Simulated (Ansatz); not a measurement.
Relaxation of Cl3H5N2Zr (11 atoms, charge 0, multiplicity 1), to a largest force component of 0.03 eV/Å in at most 50 steps.

All numbers below come from RKS revPBE/def2-SVP (Ansatz 0.2.0).

```xyz
11
Properties=species:S:1:pos:R:3:forces:R:3
Zr 0.478 0.418 -0.714 0.16 0.96 0.90
Cl 0.918 -1.101 2.657 0.10 0.64 -0.06
Cl 2.567 -0.686 -1.038 -0.02 0.00 0.00
Cl -0.222 1.497 -2.708 0.01 -0.01 0.00
N -1.077 -0.761 -0.202 -0.02 -0.04 -0.01
H -1.006 -1.417 0.592 -0.06 0.06 -0.10
H -1.963 -0.904 -0.706 0.08 0.00 0.10
N 0.726 1.884 0.860 -0.16 -1.13 -0.75
H 1.557 2.488 0.937 -0.09 0.00 -0.01
H -0.046 2.309 1.394 0.11 -0.03 -0.03
H 1.039 0.198 2.318 -0.13 -0.46 -0.06
```

Question: Where does it end, and by what steps?

Answer: The forces met the threshold. After 7 steps the energy has fallen by 0.172 eV; Cl2 moved furthest, 0.37 Å.

| step | energy less start (eV) | largest force component (eV/Å) | accepted |
| --- | --- | --- | --- |
| 0 | 0.0000 | 1.133 | yes |
| 1 | -0.1114 | 0.608 | yes |
| 2 | -0.1478 | 0.593 | yes |
| 3 | -0.1679 | 0.136 | yes |
| 4 | -0.1702 | 0.070 | yes |
| 5 | -0.1709 | 0.080 | yes |
| 6 | -0.1715 | 0.036 | yes |
| 7 | -0.1717 | 0.013 | yes |

```xyz
11
Properties=species:S:1:pos:R:3
Zr 0.487 0.402 -0.742
Cl 0.980 -0.769 2.814
Cl 2.564 -0.715 -1.070
Cl -0.186 1.647 -2.648
N -1.065 -0.772 -0.226
H -0.990 -1.451 0.546
H -1.992 -0.854 -0.663
N 0.725 1.669 0.900
H 1.534 2.301 0.992
H -0.059 2.094 1.413
H 0.969 0.374 2.073
```

Whether the end is a true minimum wasn't checked by a vibrational analysis.

Run time: 17 s on 4 threads of Arm Neoverse V2, on a shared host, peak memory 0.22 GiB.
